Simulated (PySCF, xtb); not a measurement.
Cl2HIOSi, SMILES O[Si](Cl)(Cl)I. The values are those of a single conformer.

Harmonic wavenumbers (cm⁻¹) from GFN2-xTB (xtb) at its own minimum, in rising order: 102, 117, 173, 191, 194, 229, 366, 508, 535, 762, 934, 3629.

**Question.** What does B3LYP-D3(BJ)/def2-SVP (PySCF 2.14.0) give at its own minimum? (The exact figures need the calculation; the answer reports its results.)

**Answer.** 99, 135, 162, 203, 212, 280, 361, 534, 600, 797, 941, 3845. Paired by order, the mean absolute difference is 39 cm⁻¹ and the zero-point energies are 11.1 and 11.7 kcal/mol.
